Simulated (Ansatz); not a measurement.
`[Br][Ag]` + HI → `[Ag][I]` + HBr at 400 K and 1 bar (ligand exchange at the Ag–Br bond).

Calculated with Ansatz (gas phase, PBE0-D4/def2-TZVP geometries, no zero-point term in ΔE). CCSD(T)/CBS is the MP2 limit (def2-TZVPP, def2-QZVPP) plus CCSD(T) − MP2 in def2-TZVPP, frozen cores. def2 core potentials past Kr. For Ag, Br, I outer-core shells are correlated without core-valence functions, which leaves a few kJ/mol of doubt a bond. Scalar relativity is left out up to krypton.

```tsv
species	CCSD(T)/CBS energy (Eh)	H − E (kJ/mol)	S (J/(mol·K))
`[Br][Ag]`	-2720.28144	15.2	268.1
HI	-298.03592	25.7	215.0
`[Ag][I]`	-444.41059	15.1	275.4
HBr	-2573.91920	27.6	207.2
```

H − E and S are ideal-gas, rigid-rotor, harmonic terms from PBE0-D4/def2-TZVP. 1 Eh = 2625.50 kJ/mol, R = 8.31446 J/(mol·K).

**Question.** By hand: ΔE, ΔH, ΔS and ΔG.

**Answer.** ΔE = (-444.41059) + (-2573.91920) − (-2720.28144) − (-298.03592) = -0.01243 Eh = -32.6 kJ/mol. Δ(H − E) = 15.1 + 27.6 − 15.2 − 25.7 = 1.8, so ΔH = -30.8 kJ/mol. ΔS = 275.4 + 207.2 − 268.1 − 215.0 = -0.5 J/(mol·K). ΔG = -30.8 − 400 × (-0.5)/1000 = -30.6 kJ/mol.

**Question.** By hand: the equilibrium constant, and the temperature at which ΔG would vanish if ΔH and ΔS stayed fixed.

**Answer.** log₁₀ K = −ΔG/(RT ln 10) = 4.0. ΔG = 0 at ΔH/ΔS = 61600 K, far beyond where these terms or the molecules hold.

The number of gas molecules stays the same, so ΔS is small and ΔH decides. A doubt of 5 kJ/mol in ΔE shifts log₁₀ K by 0.7 here. These are equilibria of isolated gas molecules and say nothing of rates. Largest T1 diagnostic: 0.016 (customary marks: 0.02 for closed shells, 0.045 for open ones).
